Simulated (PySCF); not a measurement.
NMR data simulated for an unnamed compound:

$^{1}$H NMR (600 MHz, computed): δ 4.55 (br s, 1H), 4.51 (s, 1H), 4.35 (br s, 1H).

$^{13}$C{$^{1}$H} NMR (computed): δ 140.6 (C), 137.9 (C), 128.1 (C), 124.0 (C), 118.4 (CH), 72.6 (C), 71.8 (CH2).

- GIAO PBE0/pcSseg-1 shieldings
- coordinates at the GFN2-xTB level
- code: PySCF
- no solvent, averaged over atoms made equivalent by symmetry, fast rotation or ring inversion, a single conformation, non-relativistic Hamiltonian

Shifts are taken against calculated references (same method and geometry level): $^{1}$H (σref 31.72), $^{13}$C (σref 186.93) vs TMS.

Question: Which of these does the molecule contain: a carboxylic acid, a three-membered ring, an OH group, a heteroaromatic ring, a CF3 group, a non-aromatic C=C double bond?

Answer: 
- A carboxylic acid: no.
- A three-membered ring: yes.
- An OH group: no.
- A heteroaromatic ring: no.
- A CF3 group: yes (δC 128.1).
- A non-aromatic C=C double bond: yes.

The data belong to `C1(C(F)(F)F)=C(C#C)C1=C`, C₇H₃F₃; they needn't prove each group on their own.

Carbon signals by region: 5 in the sp2 and nitrile region (100–160 ppm), 2 at 50–100 ppm.

Splittings by $^{19}$F in the carbon and heteronuclear signals aren't shown, as no couplings were computed. Shifts are as computed. Against solution values, carbons near 30 ppm lie about +3 ppm off and those near 130 ppm about +5 ppm. Of 1211 compounds with measured shifts, 218 miss one by over three times the rms of a fit or turn the order of signals round; such compounds aren't used in these exercises. Multiplicities follow the n + 1 count of equivalent neighbours, as no J values were calculated; m marks all less simple cases, F and P coupling included.
